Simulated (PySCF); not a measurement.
Isomers C$_{5}$H$_{6}$N$_{4}$:

A. `InChI=1S/C5H6N4/c1-4-7-8-5(3-6)9(4)2/h1-2H3`
B. SMILES CCn1ncc(C#N)n1
C. `Cc1nn(C)nc1C#N`
D. SMILES C(C1=C(C)N(C)N=N1)#N

Spectrum 1. 13C{1H} NMR (computed): δ 146.5 (CH), 127.1 (C), 117.4 (C), 52.2 (CH2), 19.4 (CH3).

Spectrum 2. 13C{1H} NMR (computed): δ 155.1 (C), 138.0 (C), 115.9 (C), 30.6 (CH3), 12.7 (CH3).

Spectrum 3. 13C{1H} NMR (computed): δ 149.7 (C), 126.3 (C), 117.7 (C), 34.8 (CH3), 10.5 (CH3).

Spectrum 4. 13C{1H} NMR (computed): δ 159.1 (C), 125.1 (C), 117.4 (C), 41.7 (CH3), 13.0 (CH3).

Theoretical values (PySCF): σ from GIAO-PBE0/pcSseg-1, GFN2-xTB structure. No solvent, one conformer, fast rotation and ring inversion assumed for equivalent nuclei, non-relativistic Hamiltonian.

Referencing at the same level of theory: 13C against TMS. Shifts are as computed. Against solution values, carbons near 30 ppm lie about +3 ppm off and those near 130 ppm about +5 ppm. Of 1211 compounds with measured shifts, 218 miss one by over three times the rms of a fit or turn the order of signals round; such compounds aren't used in these exercises.

Q: Match each spectrum to its structure.

A: 1–B, 2–A, 3–D, 4–C.

- Spectrum 1 (B): 5 13C signals; δC 146.5 is an aromatic CH next to a ring nitrogen; δC 117.4 is a nitrile carbon.
- Spectrum 2 (A): 5 13C signals; δC 115.9 is a nitrile carbon; δC 30.6 is a methyl carbon bonded to N.
- Spectrum 3 (D): 5 13C signals; δC 117.7 is a nitrile carbon; δC 34.8 is a methyl carbon bonded to N.
- Spectrum 4 (C): 5 13C signals; δC 117.4 is a nitrile carbon; δC 41.7 is a methyl carbon bonded to N.
